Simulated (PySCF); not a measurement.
# Magnetisability: SMILES C=C(CC#N)CNC=O, C$_{6}$H$_{8}$N$_{2}$O

Cartesian coordinates in Å; atom numbers follow the order of the lines, from 1:
```xyz
17

C    -1.3220    1.9249    0.1091
C    -0.6730    0.7854    0.2757
C    -1.3461   -0.5609    0.1398
C    -1.0560   -1.1027   -1.1645
N    -0.8114   -1.4960   -2.2100
C     0.7974    0.7173    0.6000
N     1.5247   -0.1617   -0.2945
C     1.7889   -1.4392    0.0382
O     1.5051   -1.9473    1.0952
H    -0.8266    2.8764    0.1994
H    -2.3757    1.9552   -0.1099
H    -0.9597   -1.2564    0.8912
H    -2.4294   -0.4714    0.2470
H     1.2426    1.7146    0.5701
H     0.9249    0.2962    1.6042
H     1.6881    0.1551   -1.2364
H     2.3212   -1.9773   -0.7644
```

Computed with GIAO KT3/pcSseg-1 magnetisability, rotational g tensor and spin-rotation constants, non-relativistic, gas phase (PySCF 2.14.0). Geometry: GFN2-xTB.

Question: How diamagnetic is it, and how anisotropic?

Answer: Isotropic -1135 × 10⁻³⁰ J/T², or -68.3 × 10⁻⁶ cm³/mol; principal values -1266, -1128, -1011 × 10⁻³⁰ J/T², anisotropy 221 × 10⁻³⁰ J/T² (root of half the summed squared differences of the principal values). The susceptibility is in cgs units.

Question: Split it along the inertial axes a, b, c into diamagnetic and paramagnetic parts about the centre of mass, with the quadrupole moment.

Answer: 
```
axis  χ (10⁻⁶ cm³/mol)  diamagnetic (10⁻⁶ cm³/mol)  paramagnetic (10⁻⁶ cm³/mol)  summed x² of all electrons (Å²)  quadrupole Θ (D Å)
   a             -65.0                      -661.2                        596.2                            165.4               +1.78
   b             -73.2                      -890.3                        817.1                            111.4               -7.56
   c             -66.8                     -1174.6                       1107.8                             44.4               +5.78
```
Anisotropies 2χaa − χbb − χcc = +10.0 and 2χbb − χaa − χcc = -14.5 × 10⁻⁶ cm³/mol. Θ is traceless in Buckingham's convention.

Question: And the rotational g tensor?

Answer: 
| axis | rotational constant (GHz) | g | nuclear part | electronic part |
| --- | --- | --- | --- | --- |
| a | 2.1027 | -0.0324 | 0.5565 | -0.5889 |
| b | 1.5056 | -0.0135 | 0.5644 | -0.5780 |
| c | 1.0907 | -0.0171 | 0.5505 | -0.5676 |

Asymmetric top; isotopes 12C, 1H, 14N, 16O; no vibrational averaging.
